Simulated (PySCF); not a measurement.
Compound: C₃H₁₀BN.
Numbering: `[CH3:1][NH:2][B:3]([CH3:4])[CH3:5]` (hydrogens: H6, H7, H8 on C1; H9 on N2; H10, H11, H12 on C4; H13, H14, H15 on C5)

Level of theory: PBE0-D3(BJ)/def2-TZVP geometry optimisation, gas phase (PySCF 2.14.0).

(1) List the bond lengths, angles and torsions at this level.

Results:

(1) 
| bond | length (bohr) |
| --- | --- |
| C1–N2 | 2.724 |
| N2–B3 | 2.644 |
| B3–C4, B3–C5 | 2.986 |
| C1–H6, C1–H7, C1–H8 | 2.066 |
| N2–H9 | 1.905 |
| C4–H10 and 5 like bonds | 2.069 |

Bonds in one row agree within 0.02 bohr and their mean is given. A selection of angles:
| angle | degrees |
| --- | --- |
| N2–C1–H6 | 111.7 |
| N2–C1–H7 | 109.7 |
| H6–C1–H7 | 107.8 |
| C1–N2–B3 | 128.1 |
| C1–N2–H9 | 113.8 |
| B3–N2–H9 | 118.1 |
| N2–B3–C4 | 120.5 |
| N2–B3–C5 | 118.6 |
| C4–B3–C5 | 120.9 |
| B3–C4–H10 | 111.3 |
| H10–C4–H11 | 107.2 |
| H10–C4–H12 | 106.2 |
| B3–C5–H13 | 110.5 |
| B3–C5–H15 | 114.5 |

Dihedral angles: C1–N2–B3–C4 0° (synperiplanar). The mirror-image conformer, all signs reversed, is as good.

The 5 heavy atoms lie in one plane (0.003 Å rms). Of the pairs four or more bonds apart, C4···H7 is among the closest relative to their van der Waals radii: 2.61 Å, 90 % of the sum of Bondi's values. B3 (three-coordinate boron) is planar (angles 120.9°, 120.5° and 118.6°, sum 360.0°, 0.00 Å off the plane of its three neighbours). N2 (boron-bound nitrogen) is planar (angles 128.1°, 118.1° and 113.8°, sum 360.0°, 0.00 Å off the plane of its three neighbours).

Point group: near Cs, missed by 0.11 Å at most; the miss may be what the optimiser left on a soft mode. PBE0-D3(BJ)/def2-TZVP frequencies: not computed here.
